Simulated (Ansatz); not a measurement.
## Molecular dynamics of Cl$_{2}$FHSi

Input:

```yaml
crystal:
  periodic: [false, false, false]
  atoms:
    - { symbol: Si, position_ang: [0.018094, 0.030662, 0.001554] }
    - { symbol: H, position_ang: [0.003965, 0.006502, 1.473385] }
    - { symbol: Cl, position_ang: [1.9409, 0.002105, -0.703976] }
    - { symbol: Cl, position_ang: [-0.967871, 1.681516, -0.704379] }
    - { symbol: F, position_ang: [-0.738589, -1.280085, -0.554684] }
basis:
  gaussian: { orbitals: def2-SVP }
hamiltonian:
  xc: b3lyp
  dispersion: d4
md:
  timestep: 0.25
  n_steps: 150
  ensemble: nve
  temperature: 3000.0
  initial_velocities: maxwell_boltzmann
  seed: 473107
```

Launched with:

```bash
$ ansatz run input.yaml --threads 1 --pin off --max-ram 2048MiB --backend cpu --events-out ev --progress --plain --runs-dir out
```

It starts from a relaxed structure.

Output, in part (step lines, the closing report, with atoms numbered from 0):

```
md step     0: t =     0.00 fs  T =  3000.0 K  F+E_penalty+E_count = -35649.25980477 eV  E_kin = 1.163340 eV  conserved = -35648.09646478 eV  (22 SCF iters)
[... lines left out ...]
Total energy: -35648.49524254 eV, -1310.0580367453 hartree
Atom 0 at     0.101112    -0.076242    -0.105086 Å, force    -0.861943     2.404699     1.863844 eV/Å
Atom 1 at     0.086454     0.053466     1.435532 Å, force     0.312257    -0.528942    -1.094229 eV/Å
Atom 2 at     2.126066     0.073275    -0.668626 Å, force    -1.274085    -0.593426    -0.184715 eV/Å
Atom 3 at    -1.034037     1.594769    -0.693985 Å, force     0.871470     0.093676    -0.165722 eV/Å
Atom 4 at    -1.087738    -1.095477    -0.480386 Å, force     0.952301    -1.376006    -0.419179 eV/Å
Dipole moment:     0.275018    -0.183338     0.107070 e Å
```

The steps, from the saved trajectory:

| time (fs) | T (K) | potential energy less start (eV) | conserved less start (meV/atom) |
| --- | --- | --- | --- |
| 0 | 3000 | 0.000 | 0.00 |
| 1.25 | 2834 | 0.065 | 0.04 |
| 2.5 | 2471 | 0.206 | 0.08 |
| 3.75 | 2113 | 0.345 | 0.11 |
| 5 | 1890 | 0.431 | 0.11 |
| 6.25 | 1833 | 0.453 | 0.10 |
| 7.5 | 1874 | 0.437 | 0.07 |
| 8.75 | 1848 | 0.447 | 0.02 |
| 10 | 1587 | 0.548 | 0.03 |
| 11.25 | 1201 | 0.698 | 0.13 |
| 12.5 | 1130 | 0.726 | 0.15 |
| 13.75 | 1456 | 0.599 | 0.05 |
| 15 | 1739 | 0.489 | 0.01 |
| 16.25 | 1740 | 0.489 | 0.05 |
| 17.5 | 1582 | 0.550 | 0.08 |
| 18.75 | 1451 | 0.601 | 0.11 |
| 20 | 1449 | 0.602 | 0.11 |
| 21.25 | 1578 | 0.552 | 0.09 |
| 22.5 | 1747 | 0.486 | 0.05 |
| 23.75 | 1778 | 0.474 | 0.01 |
| 25 | 1492 | 0.585 | 0.01 |
| 26.25 | 967 | 0.789 | 0.11 |
| 27.5 | 622 | 0.923 | 0.15 |
| 28.75 | 629 | 0.920 | 0.07 |
| 30 | 670 | 0.904 | 0.03 |
| 31.25 | 547 | 0.952 | 0.06 |
| 32.5 | 366 | 1.022 | 0.10 |
| 33.75 | 292 | 1.051 | 0.12 |
| 35 | 403 | 1.008 | 0.11 |
| 36.25 | 684 | 0.899 | 0.09 |
| 37.5 | 1029 | 0.765 | 0.06 |

The run went to its last step. The conserved energy stayed within 0.17 meV per atom of its start (net change 0.057 meV per atom), so the integration is sound. A run of 0.037 ps of so small a system gives no equilibrium averages.

The same pairs are bonded in the first frame and the last. Pairs count as bonded within 1.25 times the sum of covalent radii (0.12 Å more for H–H).

Last frame:

```xyz
5
Properties=species:S:1:pos:R:3
Si 0.101 -0.076 -0.105
H 0.086 0.053 1.435
Cl 2.126 0.073 -0.669
Cl -1.034 1.595 -0.694
F -1.088 -1.095 -0.480
```

Time of the run: 5 min on 1 thread of Arm Neoverse V2, on a shared host, peak memory 0.14 GiB.
